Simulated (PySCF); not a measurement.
C6H5PS.
Cartesian coordinates in Å at the GFN2-xTB level; atoms count from 1:
```xyz
13
C6H5PS angstrom
C     -3.210    0.744   -0.231
C     -2.430   -0.171   -0.263
P     -1.347   -1.546   -0.480
C      0.193   -0.719    0.024
C      0.589    0.560   -0.238
C      1.906    0.828    0.195
C      2.502   -0.253    0.758
S      1.471   -1.628    0.772
H     -3.879    1.550   -0.155
H     -1.616   -2.102    0.782
H     -0.052    1.285   -0.709
H      2.382    1.787    0.092
H      3.486   -0.335    1.172
```

NICS = −σ at a ghost point: NICS(0) at the centroid of the ring atoms, NICS(1) 1 Å to either side along the normal of their mean plane, zz for the tensor component along that normal. Level: GIAO PBE0/pcSseg-1 (PySCF, non-relativistic, gas phase) on the GFN2-xTB geometry, one conformer.

Ring bond lengths (Å), with Mayer bond orders in brackets: C4–C5 1.364 (1.57), C5–C6 1.412 (1.28), C6–C7 1.357 (1.59), C7–S8 1.719 (1.17), S8–C4 1.738 (1.14).

Give the NICS values of each ring in ppm.

| ring | type | NICS(0) | NICS(1), two faces | NICS(1)zz, two faces | rms pucker (Å) | centre to ring atoms, mean (Å) |
| --- | --- | --- | --- | --- | --- | --- |
| C4–C5–C6–C7–S8 | 5-membered ring with S; formal bonds all aromatic | -11.7 | -10.6 / -10.9 | -25.0 / -25.6 | 0.01 | 1.29 |

What can be read from them?

- C4–C5–C6–C7–S8: mean NICS(1)zz -25.3 ppm, shielded, aromatic by this magnetic criterion (flat ring, no four-coordinate atom).

And the bond-length index? HOMA = 1 − mean of α(R − Ropt)² over the ring bonds, with Krygowski's 1993 parameters (CC: Ropt 1.388 Å, α 257.7 Å⁻²; CS: Ropt 1.677 Å, α 94.09 Å⁻²).

- C4–C5–C6–C7–S8: HOMA 0.79; the largest term is that of S8–C4, α(R − Ropt)² = 0.35. The geometric and the magnetic index point the same way.

What field does 9.4 T along the ring normal induce along that normal at the second NICS(1) probe listed for ring C4–C5–C6–C7–S8, 1 Å off the ring?

NICSzz × B0 = -25.6 ppm × 9.4 T = -241 μT, against the applied field.

List the ring angles and the Hirshfeld charges of the ring atoms.

- C4–C5–C6–C7–S8: C4 111.1° (-0.086 e), C5 112.9° (-0.075 e), C6 112.7° (-0.071 e), C7 112.2° (-0.083 e), S8 91.1° (+0.100 e); sum 540.0° against 540° for a flat convex ring.
